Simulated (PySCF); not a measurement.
Adding and removing an electron: RbSi

UHF; basis Rb def2-SVPD with ECP28, Si def2-SVPD; scalar-relativistic core potentials; PySCF 2.14. Neutral (UHF): quartet (σ ↑, π ↑↑), Re = 3.307 Å, ωe = 171 cm⁻¹, De = 1.09 eV, HOMO -5.68 eV, LUMO -0.41 eV.

RbSi⁺ (UHF): triplet (σ ↑, π ↑), Re = 4.029 Å, ωe = 69.6 cm⁻¹, De = 0.23 eV to Rb⁺ + Si. The energies at the minima are -312.59683 hartree for RbSi and -312.42526 for RbSi⁺.

Task: Work out the adiabatic ionisation energy, without and with harmonic zero-point energies (1 hartree = 27.2114 eV, 1 eV = 8065.5 cm⁻¹), and the change of the bond length.

Result: At UHF: 0.17157 hartree = 4.669 eV between the minima; the zero-point term (69.6 − 171.0)/2 cm⁻¹ = -0.006 eV makes it 4.662 eV. Re changes by +72.2 pm against the neutral. The electron leaves a π orbital, and the ion is left as a loose complex of an ion and an atom.

Spin–orbit coupling is left out. For an ion De counts to the pair picked by the measured ionisation energies or electron affinities, which need not be the lowest pair at this level. Hartree–Fock leaves out correlation, which carries a large part of most bond energies and some tenths to 1 eV of ionisation energies. States were picked by a PBE0 search and need not be the measured ground states.
